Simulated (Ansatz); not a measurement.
**Worked example: vertical energy of the triplet above the singlet of CH3CdFO (SMILES C[O][Cd][F])**

CH3CdFO: 7 atoms, total charge 0, spin state singlet. SMILES: `C[O][Cd][F]`. The shape is that of a PBE0-D4/def2-TZVP optimisation.

```tsv
atom	x (Å)	y (Å)	z (Å)
C	0.3500	1.0514	-0.1636
O	0.4290	-0.0155	0.7435
Cd	-0.4817	-1.7133	0.4181
F	-1.3276	-3.4359	0.2208
H	0.7629	0.8106	-1.1531
H	-0.6742	1.4226	-0.3081
H	0.9417	1.8800	0.2425
```

Both states at this one shape; open shells run unrestricted unless said. 1 Eh = 27.2114 eV.

| level | program | singlet CH3CdFO (Eh) | triplet CH3CdFO (Eh) |
| --- | --- | --- | --- |
| HF/def2-SVP (core potential) | Ansatz | -380.562300 | -380.435021 |
| BLYP/def2-SVP (core potential) | Ansatz | -382.445746 | -382.312679 |
| r2SCAN/def2-SVP (core potential) | Ansatz | -382.483745 | -382.343925 |
| CCSD(T)/def2-SVP (core potential), 3 core orbitals frozen | Ansatz | -381.475111 | -381.319052 |

Q: Work out the vertical gap, second state less first, at each level.

A: 
1. HF/def2-SVP (core potential): -380.435021 − (-380.562300) = 0.127279 Eh = 3.46 eV.
2. BLYP/def2-SVP (core potential): -382.312679 − (-382.445746) = 0.133067 Eh = 3.62 eV.
3. r2SCAN/def2-SVP (core potential): -382.343925 − (-382.483745) = 0.139820 Eh = 3.80 eV.
4. CCSD(T)/def2-SVP (core potential): -381.319052 − (-381.475111) = 0.156059 Eh = 4.25 eV.

No measured value is set beside it here; the levels span 3.46 to 4.25 eV. Hartree–Fock favours the state with fewer electron pairs, since it lacks pair correlation. Spin-orbit coupling is left out.
